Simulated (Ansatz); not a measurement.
Consider the ligand exchange at the Si–C bond: `C[SiH](N)CS` + H₂Te → `C[SiH](N)[TeH]` + CH₃SH.

Gas-phase electronic energies from Ansatz, PBE0-D4/def2-TZVP geometries. CCSD(T)/CBS is the MP2 limit (def2-TZVPP, def2-QZVPP) plus CCSD(T) − MP2 in def2-TZVPP, frozen cores. This one scheme is used for every species. Functionals use def2-TZVPP. B3LYP here is the variant with VWN-RPA as its local correlation; programs differ in this. def2 core potentials past Kr. For Te outer-core shells are correlated without core-valence functions, which leaves a few kJ/mol of doubt a bond. Each species was taken in one conformer, which may not be the lowest.

| level | ΔE (kcal/mol) |
| --- | --- |
| PBE-D4 | -14.7 |
| r2SCAN-D4 | -14.5 |
| PBE0-D4 | -15.0 |
| B3LYP-D4 | -14.3 |
| ωB97X-V | -13.9 |
| r2SCAN | -14.8 |
| HF/def2-TZVPP | -16.6 |
| HF/def2-QZVPP | -16.7 |

**Question.** What does CCSD(T)/CBS give? (Estimate.)

**Answer.** Ansatz gave: -15.3 kcal/mol. The listed levels differ from it by 0.6, 0.8, 0.3, 1.0, 1.4, 0.5, -1.3, -1.4 kcal/mol.

Largest T1 diagnostic among the species: 0.010.

The D4 term adds +1.0 kcal/mol with B3LYP and +0.6 kcal/mol with PBE0; it sums over pairs of atoms, weighted by their polarisabilities, and B3LYP, whose exchange is more repulsive, gets the larger term. In def2-TZVPP, CCSD(T) changes the Hartree–Fock value by +3.1 kcal/mol (the triples alone add +0.3 kcal/mol) and MP2 by +1.4 kcal/mol.
